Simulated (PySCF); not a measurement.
**Nuclear quadrupole coupling in WS2Cl2**

WS2Cl2 (singlet state).
Structure used (PBE0-D3(BJ)/def2-SVP), in Å, numbered top down from 1:
```xyz
5
Cl2S2W angstrom
W     -0.013    0.000   -0.003
S      0.034   -0.027    2.112
S      1.990    0.011   -0.678
Cl    -1.010    1.907   -0.689
Cl    -1.001   -1.891   -0.741
```

Field gradients from the PBE0/pcSseg-1 (def2-TZVP on W) density (PySCF, non-relativistic but for the core potentials past Kr), principal values in atomic units, ordered |Vxx| ≤ |Vyy| ≤ |Vzz|:

```
atom      Vxx      Vyy      Vzz
  S2   0.0374   0.7007  -0.7381
  S3   0.0365   0.7076  -0.7440
 Cl4  -0.3622  -1.0151   1.3774
 Cl5  -0.3622  -1.0157   1.3779
```

Task: Find the asymmetry η = (Vxx − Vyy)/Vzz and the couplings χ = eQV/h (234.96 MHz × Q in barn × V in au), with Q(33S) = −0.0678 b, Q(35Cl) = −0.0817 b.

Result: 
| atom | environment | nucleus | η | χzz (MHz) | χxx (MHz) | χyy (MHz) |
| --- | --- | --- | --- | --- | --- | --- |
| S2 | sulfur bonded to W | 33S | 0.90 | 11.76 | -0.60 | -11.16 |
| S3 | sulfur bonded to W | 33S | 0.90 | 11.85 | -0.58 | -11.27 |
| Cl4 | chlorine bonded to W | 35Cl | 0.47 | -26.44 | 6.95 | 19.49 |
| Cl5 | chlorine bonded to W | 35Cl | 0.47 | -26.45 | 6.95 | 19.50 |

At S3 η is above 0.9: Vyy and Vzz are nearly equal in size and opposite in sign, so a small change could swap them and flip the sign of χzz. The tensor is traceless: Vxx + Vyy + Vzz = 0.

Task: What is Vzz at S2 in SI units (1 au = 9.71736 × 10²¹ V/m²)?

Result: -0.7381 au = -7.172 × 10²¹ V/m².

Geometry: PBE0-D3(BJ)/def2-SVP; no solvent, vibrations or thermal averaging. Atoms past krypton carry effective core potentials; spin–orbit coupling is left out. With a basis this small, the couplings can be 20 % off.

The run behind these numbers computed NMR shieldings as well. Hardware: one thread of an x86-64 server, no GPU, on a shared host. Cost: 13 s wall, 8.9 s CPU.
